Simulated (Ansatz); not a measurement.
One change: `C[Si](C)(C)F` becomes `C[Si](C)(F)S`.

Ansatz, PBE0-D4/def2-TZVP geometries, multiplicity 1. Each molecule was computed in one conformer, which needn't be the lowest.

```tsv
property	`C[Si](C)(C)F`
LUMO energy (PBE/def2-TZVPP) / eV	0.16
HOMO–LUMO gap (PBE0/def2-TZVPP) / eV	9.50
HOMO–LUMO gap (PBE/def2-TZVPP) / eV	7.36
size of the dipole moment (B3LYP/def2-TZVPP) / D	1.78
LUMO energy (ωB97M-V/def2-TZVPP) / eV	2.28
LUMO energy (B3LYP/def2-TZVPP) / eV	0.58
```

(1) Give the same properties after the change, and the shifts. (Best estimate.)

## Answers

(1) Ansatz gave: 
```
                                        property  `C[Si](C)(F)S`  shift
               LUMO energy (PBE/def2-TZVPP) / eV           -0.60  -0.76
            HOMO–LUMO gap (PBE0/def2-TZVPP) / eV            7.68  -1.82
             HOMO–LUMO gap (PBE/def2-TZVPP) / eV            5.53  -1.83
size of the dipole moment (B3LYP/def2-TZVPP) / D            2.68   0.90
           LUMO energy (ωB97M-V/def2-TZVPP) / eV            1.94  -0.34
             LUMO energy (B3LYP/def2-TZVPP) / eV            0.00  -0.58
```

With PBE0 the HOMO rises by 1.20 eV and the LUMO falls by 0.62 eV, so the gap narrows by about 1.82 eV. PBE moves the HOMO by 1.07 eV and ωB97M-V by 1.27 eV. The zero-point energy changes by -70.8 kJ/mol with -6 modes. Dipoles are sizes alone; their direction can turn.

B3LYP here is the variant with VWN-RPA as its local correlation; programs differ in this.
